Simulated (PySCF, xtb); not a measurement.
dimethyl diselenide (C2H6Se2), SMILES C[Se][Se]C.

GFN2-xTB (xtb) at its own geometry gives an orbital gap of 3.62 eV and a dipole moment of 2.72 D.

Geometry optimised at r2SCAN-D4/def2-SVP. Other conformers were not sampled.

What does r2SCAN/def2-TZVP run with PySCF give? (An estimate is asked for; the answer gives what the named calculation found.)

gap 3.86 eV (levels -5.60 and -1.74 eV), dipole 1.95 D.
